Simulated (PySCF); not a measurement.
**Correlation energy of Be (beryllium, neutral)**

[He] 2s2, closed-shell 1S. Calculation: PySCF 2.14, in an uncontracted even-tempered set (21 s from 0.022 bohr⁻², ratio 2.2; 10 p from 0.057 bohr⁻², ratio 2.4; 7 d from 0.17 bohr⁻², ratio 2.4; 6 f from 0.26 bohr⁻², ratio 2.4; 6 g from 0.39 bohr⁻², ratio 2.4); the spin-free X2C one-electron Hamiltonian (Gaussian nucleus). Frozen: nothing; 4 electrons correlated; the 13 highest virtual orbitals of each spin left out.

MP2 pair energies summed by pair of shells (mhartree):

| pair | energy | share (%) |
| --- | --- | --- |
| 1s-1s | -39.70 | 53.0 |
| 2s-2s | -29.77 | 39.8 |
| 1s-2s | -5.42 | 7.2 |

Total MP2 correlation energy: -74.89 mhartree.

Same-spin part -1.47 and opposite-spin part -73.42 mhartree; SCS-MP2 scales them by 1/3 and 6/5 to -88.59 mhartree.

MP2 falls well short for the outer s pair, which is nearly degenerate with np².
